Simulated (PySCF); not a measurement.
Compound: C4H12AlF2N.
SMILES: `C[N+](C)(C)[AlH2-][CH](F)F`

Torsions of this conformer, `[CH3:1][N+:2]([CH3:3])([CH3:4])[AlH2-:5][CH:6]([F:7])[F:8]`: C1–N2–Al5–C6 -61°, N2–Al5–C6–F7 -61°.

The closed-shell ground state was solved at several levels (PySCF, density fitting, gas phase, non-relativistic). One conformer (not necessarily the lowest) at the PBE0-D3(BJ)/def2-SVP geometry, without solvent, vibrations or thermal averaging.

```
          level  basis functions  HOMO (eV)  LUMO (eV)  gap (eV)  dipole (D)
   KT2/pcSseg-1              203      -5.69      -0.57      5.12        4.40
B3LYP/def2-SVPD              266      -6.97      -0.10      6.87        4.55
```

(1) What might PBE0/pcSseg-1 (203 basis functions) give for the same quantities?

(2) Over all these levels, which gives the widest orbital gap and which the narrowest?

(3) How far do the dipole and the HOMO energy spread over the levels?

Answers

(1) HOMO -7.05 eV, LUMO 0.45 eV, gap 7.50 eV, dipole 4.52 D.

(2) PBE0/pcSseg-1 (global hybrid, 25 % exact exchange) has the widest, 7.50 eV, and KT2/pcSseg-1 (GGA) the narrowest, 5.12 eV. The two share the basis. From the narrowest to the widest the HOMO moves by -1.36 eV and the LUMO by +1.02 eV.

(3) The dipole runs from 4.40 to 4.55 D (mean 4.49 D) and the HOMO from -7.05 to -5.69 eV.
